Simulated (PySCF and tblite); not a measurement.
Results of a calculation; reference values are marked as such.
C7H8S2, numbered as in [CH3:1][S:2][c:3]1[cH:4][cH:5][cH:6][cH:7][c:8]1[SH:9].

Geometries GFN2-xTB; weights from CAM-B3LYP-D3(BJ)/6-31G* energies and GFN2-xTB thermal corrections, with symmetry numbers and mirror pairs. Conformers within 2.5 kcal/mol (GFN2-xTB free energy) were kept, 6 at most. Programs: PySCF with density fitting and tblite.

Rotational constants are equilibrium values for the commonest isotopes; dipoles come from the energy level named.

Torsions listed: C1–S2–C3–C4, C3–C8–S9–H9. Of a mirror pair one member is shown.

```
conformer        shape   symmetry  weight %
        1     93°, -7°  C1 (pair)      68.1
        2  100°, -179°  C1 (pair)      31.9
```

Sets of constants, in random order:

| set | A (MHz) | B (MHz) | C (MHz) | abs μa (D) | abs μb (D) | abs μc (D) |
| --- | --- | --- | --- | --- | --- | --- |
| P | 1642 | 1103 | 729 | 1.86 | 0.20 | 1.72 |
| Q | 1567 | 1115 | 721 | 0.52 | 1.38 | 1.33 |

(1) Match each set to its conformer.

The minima are those of GFN2-xTB; planar forms about aryl–S or allylic bonds may be saddles in DFT.

Answers

(1) P is conformer 2, Q is conformer 1.
